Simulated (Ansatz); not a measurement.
A displaced shape of singlet AgCl:

```yaml
atoms:
  - { symbol: Ag, position_ang: [0.0394, 0.0078, -0.6410] }
  - { symbol: Cl, position_ang: [0.0175, 0.0252, 1.6504] }
```

It was optimised with PBE0/def2-SVP (with the core potentials of the set past Kr) in Ansatz (development build ahead of 0.2.0) to forces under 0.001 eV/Å, with restricted orbitals. Each step stands on the lowest determinant of that kind that the program's search found.

Question: What shape does it relax to, and how does the optimisation go?

Answer:

```yaml
atoms:
  - { symbol: Ag, position_ang: [0.0394, 0.0077, -0.6458] }
  - { symbol: Cl, position_ang: [0.0175, 0.0253, 1.6551] }
```

Bond lengths: Ag1–Cl2 2.301 Å.

```csv
step,E − E(start) (eV),largest force (eV/Å)
1,0.0000,0.1126
2,-0.0005,0.0153
3,-0.0005,0.0001
```

The optimisation ended after 3 steps with its threshold met.
